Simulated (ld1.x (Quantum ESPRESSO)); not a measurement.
The numbers below are computed, except where a source is named.
**Potentials for N compared**

Generated with ld1.x 7.5 (TM, RRKJ, ultrasoft, PAW), atompaw 4.2 or ONCVPSP 4.0.1. The cutoff is in Ry: for ld1.x and atompaw files where the sum of valence levels is converged to 10 mRy in a Bessel basis, for ONCV files where the hardest occupied wave has 1 mHa per electron of residual kinetic energy. The error is the largest all-electron minus pseudo excitation energy over each file’s own four to seven test configurations (ionisations up to +4, promotions, holes and added fractions of an electron), all of which were solved. The labels leave out finer settings (local radius, basis sizes, second energies), which also bear on the numbers. Spin-polarised tests are not counted. The rows are a selection from randomly drawn settings: files with unsolved tests, undetermined cutoffs or missed reference levels are left out.

A true bound ghost makes a file unfit for plane-wave use even where its test errors are small: the radial tests pick states by their node count and pass the ghost by.

| potential | cutoff (Ry) | largest error (meV) | bound ghosts |
| --- | --- | --- | --- |
| ultrasoft, PBE, non-relativistic, rc 1.00/1.95/1.55 (spd), local smoothed, core correction yes, reference 2s2 2p2.5 | 18 | +49 | none |
| ultrasoft, LDA (PZ), non-relativistic, rc 0.80/2.25/1.75 (spd), local smoothed, core correction yes, reference 2s1.5 2p3.5 | 50 | +84 | none |

Problem. Fill in the row for N: TM, PBEsol, non-relativistic, rc 0.85/1.70 (sp), local p, core correction no, reference 2s2 2p1.

Solution. cutoff 60 Ry, largest error +605 meV, bound ghosts: none.

Problem. Fill in the row for N: RRKJ, PBE, scalar-relativistic, rc 1.00/1.10/1.05 (spd), local d, core correction no, reference 2s2 2p1.5.

Solution. cutoff 100 Ry, largest error +226 meV, bound ghosts: none.

Problem. Fill in the row for N: PAW, PBE, scalar-relativistic, rc 0.75/1.50 (sp), local smoothed, core correction yes, reference 2s2 2p2.75.

Solution. cutoff 70 Ry, largest error -18 meV, bound ghosts: s.
